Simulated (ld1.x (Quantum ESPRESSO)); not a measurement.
An all-electron radial function and its pseudo partner (Mo (Z = 42))

Columns: radius, all-electron u(r) and pseudo u(r) of the 4p shell (level -50.66 eV) of molybdenum in the configuration [Ar] 3d10 4s2 4p6 4d4.5 5s0 5p0; BLYP, scalar-relativistic, TM scheme, ld1.x (Quantum ESPRESSO) 7.5.

| r (bohr) | all-electron | pseudo |
| --- | --- | --- |
| 0.100 | 0.3080 | 0.0224 |
| 0.200 | -0.2323 | 0.0874 |
| 0.300 | -0.5318 | 0.1889 |
| 0.400 | -0.4136 | 0.3173 |
| 0.500 | -0.0861 | 0.4604 |
| 0.600 | 0.2762 | 0.6047 |
| 0.700 | 0.5841 | 0.7374 |
| 0.800 | 0.8071 | 0.8472 |
| 0.900 | 0.9451 | 0.9264 |
| 1.000 | 1.0109 | 0.9711 |
| 1.100 | 1.0205 | 0.9815 |
| 1.200 | 0.9905 | 0.9613 |
| 1.300 | 0.9348 | 0.9166 |
| 1.400 | 0.8640 | 0.8545 |
| 1.500 | 0.7861 | 0.7820 |
| 1.600 | 0.7066 | 0.7051 |
| 1.700 | 0.6289 | 0.6286 |
| 1.800 | 0.5554 | 0.5554 |
| 1.900 | 0.4875 | 0.4875 |
| 2.000 | 0.4256 | 0.4256 |
| 2.100 | 0.3699 | 0.3699 |
| 2.200 | 0.3203 | 0.3203 |
| 2.300 | 0.2765 | 0.2765 |
| 2.400 | 0.2379 | 0.2379 |
| 2.500 | 0.2043 | 0.2043 |
| 2.600 | 0.1751 | 0.1751 |

(1) How many radial nodes do the two functions have?

(2) At about which radius was the pseudo-wave matched?

(3) Where does each function peak?

(4) Is the pseudo-wave norm-conserving?

## Answers

(1) The all-electron 4p function has n − l − 1 = 2; the pseudo-wave has 0, since the states of the same l below it are removed with the core.

(2) 2.00 bohr. The columns agree to 0.0005 from 1.70 bohr on; several derivatives are matched, so the curves merge somewhat inside the radius.

(3) Outermost all-electron maximum near 1.10 bohr, pseudo maximum near 1.10 bohr (to the table’s step).

(4) Yes: the TM scheme keeps the norm inside the radius equal to the all-electron one, which fixes the energy derivative of the logarithmic derivative at the level.
